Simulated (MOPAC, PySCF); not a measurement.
H₄Ge, SMILES `[GeH4]`, neutral singlet in the gas phase. 

Cartesian coordinates (Å):
SMILES: [GeH4]
```xyz
5

Ge     0.0000     0.0000     0.0000
H     -0.8365    -0.6313    -1.1145
H      0.2147     1.4843    -0.3020
H      1.3553    -0.7050     0.0821
H     -0.7334    -0.1480     1.3345
```
Charge 0, multiplicity 1.

All levels are single points at this geometry (r2SCAN-D4/def2-TZVP); Pople sets use spherical d functions. Orbital energies aren't observables, and empty levels follow the basis.

B3LYP/3-21G in PySCF gives dipole (D) = 0.00.

Question: Estimate the dipole (D) from each of these levels: r2SCAN-D4/def2-TZVP in PySCF; B3LYP/LANL2DZ in PySCF; BP86/6-31G* in PySCF; HF/3-21G in PySCF; HF/STO-3G in PySCF; AM1 in MOPAC; PM6 in MOPAC; PM7 in MOPAC.

Answer: 
```tsv
level	dipole (D)
r2SCAN-D4/def2-TZVP in PySCF	0.00
B3LYP/LANL2DZ in PySCF	0.00
BP86/6-31G* in PySCF	0.00
HF/3-21G in PySCF	0.00
HF/STO-3G in PySCF	0.00
AM1 in MOPAC	0.00
PM6 in MOPAC	0.00
PM7 in MOPAC	0.00
```
